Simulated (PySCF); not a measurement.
dimethyl carbonate cation (C3H6O3), SMILES C(OC)(=O)OC (connectivity only; charge and spin as stated), charge +1, multiplicity 2. Atoms are numbered in the order given.

```xyz
12

C      2.4654     0.0000    -0.1279
O      1.0881     0.0000    -0.6062
C      0.0000     0.0000     0.1120
O      0.0000     0.0000     1.3575
O     -1.0881     0.0000    -0.6062
C     -2.4654     0.0000    -0.1279
H      2.6542    -0.9220     0.4536
H      3.0675     0.0000    -1.0564
H      2.6542     0.9220     0.4536
H     -3.0675     0.0000    -1.0564
H     -2.6542     0.9220     0.4536
H     -2.6542    -0.9220     0.4536
```
Charge +1, spin multiplicity 2.

The structure is a stationary point at PBE-D3(BJ)/def2-SVP. A frequency run showed that this geometry is not a minimum. The multiplicity is an assumed one; no other spin state was optimised.

These are PBE-D3(BJ)/def2-SVP run with PySCF values and carry that method's errors.

Frequencies are harmonic and unscaled.

```json
[
 {"mode": "1", "ν (cm⁻¹)": "277i", "IR (km/mol)": "8.1", "moving atoms (share of kinetic energy)": "H 35 %, O 34 %, C 31 %"},
 {"mode": "2", "ν (cm⁻¹)": "139i", "IR (km/mol)": "0.0", "moving atoms (share of kinetic energy)": "O 76 %, H 17 %"},
 {"mode": "3", "ν (cm⁻¹)": "135", "IR (km/mol)": "3.6", "moving atoms (share of kinetic energy)": "H 65 %, C 20 %, O 14 %"},
 {"mode": "4", "ν (cm⁻¹)": "138", "IR (km/mol)": "0.0", "moving atoms (share of kinetic energy)": "H 95 %"},
 {"mode": "5", "ν (cm⁻¹)": "167", "IR (km/mol)": "16.0", "moving atoms (share of kinetic energy)": "C 52 %, H 26 %, O 22 %"},
 {"mode": "6", "ν (cm⁻¹)": "229", "IR (km/mol)": "159.1", "moving atoms (share of kinetic energy)": "O 55 %, C 24 %, H 21 %"},
 {"mode": "7", "ν (cm⁻¹)": "363", "IR (km/mol)": "56.0", "moving atoms (share of kinetic energy)": "O 77 %, C 22 %"},
 {"mode": "8", "ν (cm⁻¹)": "461", "IR (km/mol)": "0.2", "moving atoms (share of kinetic energy)": "C 63 %, O 25 %, H 12 %"},
 {"mode": "9", "ν (cm⁻¹)": "528", "IR (km/mol)": "2.0", "moving atoms (share of kinetic energy)": "C 73 %, H 17 %, O 10 %"},
 {"mode": "10", "ν (cm⁻¹)": "851", "IR (km/mol)": "22.7", "moving atoms (share of kinetic energy)": "O 67 %, C 23 %, H 10 %"},
 {"mode": "11", "ν (cm⁻¹)": "855", "IR (km/mol)": "21.9", "moving atoms (share of kinetic energy)": "C 63 %, O 34 %"},
 {"mode": "12", "ν (cm⁻¹)": "984", "IR (km/mol)": "23.5", "moving atoms (share of kinetic energy)": "H 74 %, C 25 %"},
 {"mode": "13", "ν (cm⁻¹)": "1073", "IR (km/mol)": "0.0", "moving atoms (share of kinetic energy)": "H 80 %, C 18 %"},
 {"mode": "14", "ν (cm⁻¹)": "1104", "IR (km/mol)": "10.2", "moving atoms (share of kinetic energy)": "O 67 %, C 18 %, H 15 %"},
 {"mode": "15", "ν (cm⁻¹)": "1129", "IR (km/mol)": "9.5", "moving atoms (share of kinetic energy)": "H 75 %, C 22 %"},
 {"mode": "16", "ν (cm⁻¹)": "1131", "IR (km/mol)": "0.1", "moving atoms (share of kinetic energy)": "H 63 %, C 19 %, O 19 %"},
 {"mode": "17", "ν (cm⁻¹)": "1168", "IR (km/mol)": "29.8", "moving atoms (share of kinetic energy)": "C 44 %, O 34 %, H 22 %"},
 {"mode": "18", "ν (cm⁻¹)": "1336", "IR (km/mol)": "72.2", "moving atoms (share of kinetic energy)": "H 97 %"},
 {"mode": "19", "ν (cm⁻¹)": "1345", "IR (km/mol)": "15.7", "moving atoms (share of kinetic energy)": "H 61 %, O 21 %, C 18 %"},
 {"mode": "20", "ν (cm⁻¹)": "1367", "IR (km/mol)": "0.0", "moving atoms (share of kinetic energy)": "H 98 %"},
 {"mode": "21", "ν (cm⁻¹)": "1385", "IR (km/mol)": "117.5", "moving atoms (share of kinetic energy)": "H 93 %"},
 {"mode": "22", "ν (cm⁻¹)": "1398", "IR (km/mol)": "39.1", "moving atoms (share of kinetic energy)": "H 90 %"},
 {"mode": "23", "ν (cm⁻¹)": "1413", "IR (km/mol)": "51.4", "moving atoms (share of kinetic energy)": "H 73 %, O 14 %, C 13 %"},
 {"mode": "24", "ν (cm⁻¹)": "1471", "IR (km/mol)": "3.8", "moving atoms (share of kinetic energy)": "C 49 %, H 28 %, O 23 %"},
 {"mode": "25", "ν (cm⁻¹)": "2986", "IR (km/mol)": "112.5", "moving atoms (share of kinetic energy)": "H 98 %"},
 {"mode": "26", "ν (cm⁻¹)": "2988", "IR (km/mol)": "9.0", "moving atoms (share of kinetic energy)": "H 98 %"},
 {"mode": "27", "ν (cm⁻¹)": "3112", "IR (km/mol)": "8.4", "moving atoms (share of kinetic energy)": "H 90 %, C 10 %"},
 {"mode": "28", "ν (cm⁻¹)": "3112", "IR (km/mol)": "93.9", "moving atoms (share of kinetic energy)": "H 90 %, C 10 %"},
 {"mode": "29", "ν (cm⁻¹)": "3113", "IR (km/mol)": "33.0", "moving atoms (share of kinetic energy)": "H 90 %, C 10 %"},
 {"mode": "30", "ν (cm⁻¹)": "3124", "IR (km/mol)": "0.0", "moving atoms (share of kinetic energy)": "H 90 %, C 10 %"}
]
```
